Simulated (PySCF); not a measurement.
Compound: C₅H₁₂Si.
Cartesian coordinates in Å at the PBE0-D3(BJ)/def2-SVP level; atoms count from 1:
```
atom  x, y, z in Å
C1     2.3803   -0.6629   -0.1015
C2     1.1403    0.1324   -0.4675
C3    -0.0645   -0.6883   -1.0110
Si4   -1.1871    0.6160   -0.2178
C5    -2.7199    0.0992    0.7324
C6     0.4487    0.8996    0.6960
H7     3.1726   -0.0102    0.2988
H8     2.7884   -1.1956   -0.9754
H9     2.1442   -1.4152    0.6694
H10    1.4137    0.8742   -1.2396
H11   -0.0624   -0.9042   -2.0888
H12   -0.1504   -1.6459   -0.4670
H13   -1.5252    1.7353   -1.1555
H14   -3.1187    0.9441    1.3162
H15   -2.4897   -0.7207    1.4299
H16   -3.5137   -0.2426    0.0499
H17    0.8421    1.9012    0.9211
H18    0.4802    0.2989    1.6223
```

The closed-shell ground state was solved at several levels (PySCF, density fitting, gas phase, non-relativistic).

```json
{"level": "CAM-B3LYP/def2-SVPD", "basis functions": "220", "HOMO (eV)": "-8.93", "LUMO (eV)": "1.33", "gap (eV)": "10.26", "dipole (D)": "0.50"}
{"level": "PBE0/pcSseg-1", "basis functions": "169", "HOMO (eV)": "-7.61", "LUMO (eV)": "1.33", "gap (eV)": "8.94", "dipole (D)": "0.54"}
```

Q: Estimate the row for KT3/pcSseg-1, a basis of 169 functions; the other rows only guide the guess.

A: HOMO -6.47 eV, LUMO 0.42 eV, gap 6.89 eV, dipole 0.51 D.

Q: Over all these levels, which gives the widest orbital gap and which the narrowest?

A: CAM-B3LYP/def2-SVPD (range-separated hybrid) has the widest, 10.26 eV, and KT3/pcSseg-1 (GGA) the narrowest, 6.89 eV. Functional and basis both differ between the two, so the spread mixes both effects.

Q: How far do the dipole and the HOMO energy spread over the levels?

A: The dipole runs from 0.50 to 0.54 D (mean 0.52 D) and the HOMO from -8.93 to -6.47 eV.

One conformer stands for the species.
